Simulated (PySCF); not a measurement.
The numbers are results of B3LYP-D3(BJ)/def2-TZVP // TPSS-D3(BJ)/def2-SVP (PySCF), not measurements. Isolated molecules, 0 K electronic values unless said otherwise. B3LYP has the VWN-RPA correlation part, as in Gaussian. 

Reference species: [Ti(Cl)4] (neutral, multiplicity 1).

- charge on the central atom (Mulliken) = 1.08 e
- coordination number = 4

Changed species: [Ti(Cl)(F)3] (3 of 4 Cl replaced by F; the reference has 0 of 4 Cl replaced by F).

Give the shifts of the charge on the central atom (Mulliken) and coordination number.

the charge on the central atom (Mulliken) goes up by 0.45 e, to 1.53 e; the coordination number is nearly the same.
